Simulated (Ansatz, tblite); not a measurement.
Cost and result up the ladder for the cluster Cu2O (3 atoms). Charge 0, multiplicity 1. Geometry: r2SCAN-D4/def2-TZVP.

```csv
atom,x (Å),y (Å),z (Å)
Cu1,-0.002,-0.173,1.285
Cu2,0.259,-0.608,-1.115
O3,-0.256,0.782,-0.170
```

Ansatz on 2 threads of Arm Neoverse V1 on a shared host; xTB runs through tblite on one thread. Times are rough, summed over both states, and most runs start from the orbitals of an earlier one. ωB97X-V/def2-TZVP serves as the yardstick here, not as an exact answer. The other state is a quintet at its own geometry.

The xTB rows come from tblite. Correlated methods freeze 19 core orbitals. At PBE0-D4/def2-TZVP a singlet of charge 0 lies 3.43 eV below the quintet, each at its own geometry. The structure comes from a short search, and lower isomers may exist.

Run but left out: HF/STO-3G, BHLYP-D4/def2-TZVP, B2PLYP/def2-TZVP (singlet: restricted singlet, unstable in another Hartree–Fock run and untested here); HF/def2-TZVP, HF/def2-TZVPP, HF/def2-QZVPP, MP2/def2-TZVP, MP2/def2-TZVPP, MP2/def2-QZVPP, CCSD/def2-TZVPP, CCSD(T)/def2-TZVPP (singlet: restricted singlet, unstable towards broken spin symmetry).

Correlated methods converge slowly with the basis.

xTB has no spin-polarisation term.

```csv
level,functions,wall time,quintet − singlet (eV),difference from ωB97X-V/def2-TZVP (eV)
GFN1-xTB,22,0.004 s,5.83,1.92
GFN2-xTB,22,0.005 s,7.57,3.66
BLYP-D4/def2-TZVP,121,5.7 s,3.21,-0.69
PBE-D4/def2-TZVP (with forces),121,5.7 s,3.21,-0.70
RPA@PBE/def2-TZVP,121,9.6 s,2.96,-0.95
r2SCAN-D4/def2-TZVP,121,13 s,2.88,-1.03
r2SCAN0-D4/def2-TZVP,121,26 s,3.06,-0.84
ωB97X-V/def2-TZVP,121,34 s,3.91,0.00
```
